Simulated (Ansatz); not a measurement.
`[SiH3][GeH2][Cl]` + CH₃NH₂ → `C[NH][GeH2][Cl]` + SiH₄ at 700 K and 1 bar (cleavage of the Ge–Si bond).

Program: Ansatz. Geometries: PBE0-D4/def2-TZVP. ΔE: electronic, gas phase. CCSD(T)/CBS adds triple-zeta CCSD(T) − MP2 to the extrapolated MP2 energy (def2 sets, frozen cores). This one scheme is used for every species. For Ge outer-core shells are correlated without core-valence functions, which leaves a few kJ/mol of doubt a bond. Scalar relativity is left out up to krypton. One conformer a species, not always the lowest.

| species | CCSD(T)/CBS energy (Eh) | H − E (kJ/mol) | S (J/(mol·K)) |
| --- | --- | --- | --- |
| `[SiH3][GeH2][Cl]` | -2828.00643 | 176.5 | 436.1 |
| CH₃NH₂ | -95.75281 | 207.6 | 296.6 |
| `C[NH][GeH2][Cl]` | -2632.29815 | 260.4 | 449.7 |
| SiH₄ | -291.46306 | 115.5 | 252.9 |

H − E and S are ideal-gas, rigid-rotor, harmonic terms from PBE0-D4/def2-TZVP, for one conformer and one mirror image of each species. 1 Eh = 2625.50 kJ/mol, R = 8.31446 J/(mol·K).

By hand: ΔE, ΔH, ΔS and ΔG.

ΔE = (-2632.29815) + (-291.46306) − (-2828.00643) − (-95.75281) = -0.00197 Eh = -5.2 kJ/mol. Δ(H − E) = 260.4 + 115.5 − 176.5 − 207.6 = -8.2, so ΔH = -13.4 kJ/mol. ΔS = 449.7 + 252.9 − 436.1 − 296.6 = -30.1 J/(mol·K). ΔG = -13.4 − 700 × (-30.1)/1000 = 7.7 kJ/mol.

By hand: the equilibrium constant, and the temperature at which ΔG would vanish if ΔH and ΔS stayed fixed.

log₁₀ K = −ΔG/(RT ln 10) = -0.6. ΔG = 0 at ΔH/ΔS = 445 K.

TΔS isn't small against ΔH here. A doubt of 5 kJ/mol in ΔE shifts log₁₀ K by 0.4 here. Other conformers and mirror images would add mixing entropy, several J/(mol·K) or more a flexible species. These are equilibria of isolated gas molecules and say nothing of rates. Largest T1 diagnostic: 0.011 (customary marks: 0.02 for closed shells, 0.045 for open ones).
